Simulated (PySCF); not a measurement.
C₃H₉ClGe, charge +1, doublet, geometry from GFN2-xTB (a state made from the parent by changing its charge; the spin is typed, not shown lowest), with bond 7-1 at 1.25 times its length; HF/STO-3G (PySCF).

Here is a job for PySCF.
```python
from pyscf import gto, scf

mol = gto.Mole()
mol.atom = '''
    C    -0.79832836    1.63350543   -1.14258380
    Ge   -0.07027058    0.02770126   -0.23231321
    C     1.63686824   -0.80349619   -1.04529117
    C    -1.24063450   -1.67354742   -0.27864399
    Cl    0.35549585    0.40607379    1.79514818
    H    -1.01299556    1.42270273   -2.18754246
    H    -1.94355150    2.03275645   -0.52341009
    H    -0.07725723    2.44795046   -1.08345391
    H     1.96700529   -1.62399928   -0.41633254
    H     1.40104496   -1.13936210   -2.04979491
    H     2.36268877    0.00504959   -1.05426793
    H    -1.35645007   -1.97312739   -1.31512114
    H    -2.18838683   -1.37102865    0.15826585
    H    -0.76334571   -2.44955723    0.31110930
'''
mol.basis = 'sto-3g'
mol.charge = 1
mol.spin = 1
mol.verbose = 3
mol.build()

mf = scf.UHF(mol)
mf.kernel()
mo_i, mo_e, stable_i, stable_e = mf.stability(internal=True, external=True, return_status=True, nroots=6, tol=1e-6)
print('internally stable:', stable_i, ' externally stable:', stable_e)
if not stable_i:
    umf = mf.copy()
    umf.scf_summary = {}
    umf.kernel(umf.make_rdm1(mo_i, mf.mo_occ))
mf.analyze()
```

### Question
Write the output that PySCF gives for this input, abridged.

### Answer

```
converged SCF energy = -2623.56108912139  <S^2> = 0.7959951  2S+1 = 2.045478
<class 'pyscf.scf.uhf.UHF'> wavefunction is stable in the internal stability analysis
<class 'pyscf.scf.uhf.UHF'> wavefunction is stable in the real -> complex stability analysis
<class 'pyscf.scf.uhf.UHF'> wavefunction is stable in the UHF/UKS -> GHF/GKS stability analysis
internally stable: True  externally stable: True
**** MO energy ****
                             alpha | beta                alpha | beta
[...]
To work with the spin densities directly, `use mulliken_meta_spin()` only printing them here.

 ** Mulliken spin pop alpha/beta on meta-lowdin orthogonal AOs **
 ** Mulliken Spin Density (per atom)  **
spin density of  0 C =     -0.04264
spin density of  1 Ge =      0.03774
spin density of  2 C =      0.49614
spin density of  3 C =      0.46800
spin density of  4 Cl =      0.09347
spin density of  5 H =      0.00193
spin density of  6 H =      0.01687
spin density of  7 H =      0.00506
spin density of  8 H =     -0.02212
spin density of  9 H =     -0.02070
spin density of  10 H =      0.00340
spin density of  11 H =     -0.01986
spin density of  12 H =      0.00410
spin density of  13 H =     -0.02138
 ** Mulliken pop alpha/beta on meta-lowdin orthogonal AOs **
 ** Mulliken atomic charges   ( Nelec_alpha | Nelec_beta ) **
charge of  0C =     -0.18441  (     3.07088      3.11353 )
charge of  1Ge =      0.78459  (    15.62657     15.58884 )
charge of  2C =     -0.10948  (     3.30281      2.80667 )
charge of  3C =     -0.11534  (     3.29167      2.82367 )
charge of  4Cl =     -0.16616  (     8.62981      8.53634 )
charge of  5H =      0.06461  (     0.46866      0.46673 )
charge of  6H =      0.07126  (     0.47280      0.45593 )
charge of  7H =      0.07069  (     0.46718      0.46213 )
charge of  8H =      0.09728  (     0.44030      0.46242 )
charge of  9H =      0.09356  (     0.44287      0.46357 )
charge of  10H =      0.10464  (     0.44938      0.44598 )
charge of  11H =      0.09125  (     0.44444      0.46430 )
charge of  12H =      0.10270  (     0.45070      0.44660 )
charge of  13H =      0.09481  (     0.44190      0.46329 )

WARN: System has nonzero charge 1; the dipole moment is origin-dependent.
Location of origin: [0. 0. 0.]

Dipole moment(X, Y, Z, Debye): -0.42178, -2.28364, -4.32636
```
